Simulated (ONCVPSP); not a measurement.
## Dy: one change to an ONCV potential, before and after

| Item | Value |
| --- | --- |
| Element | Dy |
| Generator | ONCVPSP 4.0.1 |
| Type | optimised norm-conserving Vanderbilt (ONCV) |
| Functional | PBE |
| Relativity | scalar-relativistic |
| Frozen core | [Kr] 4d10 4f9 |
| Valence charge | 11 |
| Reference configuration | 5s2 5p6 5d1 6s1 (charge +1) |
| Partial waves | 5s+6s: rc 2.00 bohr, ncon 3, nbas 8, qcut 6.2 1/bohr, 2 projectors; 5p: rc 1.90 bohr, ncon 5, nbas 8, qcut 6.4 1/bohr, 2 projectors, debl 2.2 Ha; 5d: rc 1.90 bohr, ncon 3, nbas 7, qcut 4.6 1/bohr, local |
| Local potential | the d channel |
| Core correction | polynomial model core, fcfact 0.7 |

All-electron outer shells of the reference configuration (PBE, scalar-relativistic, ld1.x):

```csv
shell,level (eV),outermost node (bohr),outermost maximum (bohr)
5s,-59.29,0.63,1.14
5p,-34.97,0.67,1.30
4f,-15.64,–,0.53
6s,-9.53,1.54,3.11
5d,-8.27,0.76,1.89
```

Change: s: qcut 4; p: qcut 4.1; d: qcut 3.

Cutoffs: the cutoffs (Ha) at which the residual kinetic energy of the hardest occupied pseudo-wave falls to 1 and 0.1 mHa per electron; they do not see the model core or the augmentation charge, which bear on the density cutoff. Errors are all-electron minus pseudo energies relative to the spin-unpolarised reference configuration.

Question: What does the change do?

Answer: The potential gets harder (17 Ha and 29 Ha → 41 Ha and 55 Ha); of the 4 tests that both files solve, the error grows in 1 and shrinks in 0 by more than 15 % and 0.3 meV (median size 6.3 → 7.6 meV); the range in which the s phases agree narrows (upper end 4.9 → 0.9); the range in which the p phases agree narrows (upper end at the end of the scan → 2.2); neither file shows a bound ghost.

```tsv
quantity	base	changed
cutoff, loose	17 Ha	41 Ha
cutoff, tight	29 Ha	55 Ha
loose cutoff by channel	s 13 Ha, p 17 Ha, d 8.9 Ha	s 6.8 Ha, p 41 Ha, d 33 Ha
bound ghosts	none	none
GHOST(+) flags under 300 eV	none	none
error for 5s2 5p6 5d1 6s2, meV [ΔE -6.84 eV]	-0.9	-1.8
error for 5s2 5p6 5d1 6s0, meV [ΔE 12.43 eV]	-12	-13
error for 5s2 5p6 5d0 6s0, meV [ΔE 32.34 eV]	-111	-108
error for 5s2 5p6 5d1 6s1.5, meV [ΔE -4.08 eV]	+0.2	-0.2
s: phases at 2.03 bohr within 0.05 rad from the reference energy up to (Ha; the scan ends near 5)	4.9	0.9
p: phases at 1.93 bohr within 0.05 rad from the reference energy up to (Ha; the scan ends near 5)	to the end of the scan	2.2
d: phases at 1.93 bohr within 0.05 rad from the reference energy up to (Ha; the scan ends near 5)	3.0	3.1
rms error of d²Exc/dni dnj with the model core, mHa	1.09	1.79
```
